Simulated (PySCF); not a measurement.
A calculated (PBE, PySCF 2.14, x2c-TZVPPall, the spin-free X2C one-electron Hamiltonian (Gaussian nucleus)) atom or ion has these occupied shells.

```csv
shell,electrons,orbital energy (eV),"rms radius, mean of both spins (bohr)"
1s α,1,-87791.0,0.0181
1s β,1,-87790.9,0.0181
2s α,1,-15725.6,0.0730
2s β,1,-15725.6,0.0730
2p α,3,-13566.2,0.0673
2p β,3,-13566.2,0.0673
3s α,1,-3798.5,0.186
3s β,1,-3798.5,0.186
3p α,3,-3175.7,0.189
3p β,3,-3175.7,0.189
3d α,5,-2508.0,0.173
3d β,5,-2508.0,0.173
4s α,1,-882.07,0.408
4s β,1,-882.04,0.408
4p α,3,-676.60,0.436
4p β,3,-676.57,0.436
4d α,5,-429.93,0.463
4d β,5,-429.89,0.463
5s α,1,-172.26,0.905
5s β,1,-172.20,0.905
4f α,7,-161.62,0.496
4f β,7,-161.58,0.496
5p α,3,-115.07,1.03
5p β,3,-114.97,1.03
5d α,5,-49.656,1.38
5d β,5,-49.279,1.38
6s α,1,-37.976,2.22
```

(1) Name the element and its charge.

Answers

(1) Pb³⁺ (lead, charge +3), in [Xe] 4f14 5d10 6s1, 2S determinant.
